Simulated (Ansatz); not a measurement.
Computed with frozen-core CCSD(T)/def2-TZVPP // B3LYP-D3(BJ)/def2-TZVP run with Ansatz (a program for electronic structure).

Ansatz 0.2 input:
```yaml
crystal:
  periodic: [false, false, false]
  atoms:
    - { symbol: C, position_ang: [-1.908327, -0.053778, -0.594808] }
    - { symbol: C, position_ang: [-0.807228, -0.161179, 0.153957] }
    - { symbol: N, position_ang: [0.361267, 0.563451, 0.018666] }
    - { symbol: C, position_ang: [1.619595, -0.038085, 0.419082] }
    - { symbol: H, position_ang: [-2.794821, -0.616093, -0.345047] }
    - { symbol: H, position_ang: [-1.959747, 0.61041, -1.449209] }
    - { symbol: H, position_ang: [-0.791096, -0.843113, 0.999002] }
    - { symbol: H, position_ang: [0.413797, 1.10729, -0.830082] }
    - { symbol: H, position_ang: [1.942898, -0.858577, -0.235522] }
    - { symbol: H, position_ang: [1.523447, -0.43296, 1.431806] }
    - { symbol: H, position_ang: [2.400215, 0.722633, 0.432153] }
basis:
  gaussian: { orbitals: def2-TZVPP }
correlation:
  method: ccsd_t
```

Output:

```
Functional definition: HF
1300 factors; integrals over basis functions are off by at most 8.8e-4 eV
mean field evaluation 1: about -4681.7209 eV, gradient 3.4e1 eV
mean field evaluation 2: about -4681.7267 eV, gradient 3.4e1 eV
mean field evaluation 4: about -4684.7749 eV, gradient 3.5e0 eV
mean field evaluation 8: about -4684.8161 eV, gradient 4.9e-4 eV
mean field evaluation 16: about -4684.8116 eV, gradient 2.9e-1 eV
mean field -4684.81608438 eV, -172.1638156186 hartree, gradient 3.0e-6 eV, S^2 0.000000; 0 other end points of the search recorded, 0 dependent functions left out
4 core orbitals not correlated
reference -4684.81608438 eV, -172.1638156186 hartree; 12, 12 occupied and 206, 206 virtual orbitals, 1300 factors
second order -19.47861800 eV of doubles, -0.00000000 eV of singles
cycle   1  -19.89995248 eV  change   -4.2e-1 eV  update   9.1e-2
cycle   2  -20.37748648 eV  change   -4.8e-1 eV  update   2.7e-2
cycle   3  -20.47853083 eV  change   -1.0e-1 eV  update   1.4e-2
cycle   4  -20.47279264 eV  change    5.7e-3 eV  update   3.7e-3
cycle   5  -20.47243114 eV  change    3.6e-4 eV  update   1.7e-3
cycle   6  -20.47269184 eV  change   -2.6e-4 eV  update   4.5e-4
cycle   7  -20.47245891 eV  change    2.3e-4 eV  update   1.6e-4
cycle   8  -20.47242680 eV  change    3.2e-5 eV  update   5.8e-5
cycle   9  -20.47243346 eV  change   -6.7e-6 eV  update   2.3e-5
perturbative correction -0.85898563 eV, -0.0315671396 hartree
Total energy: -4706.14750347 eV, -172.9477308112 hartree
```

Cost: roughly 60 core-seconds.
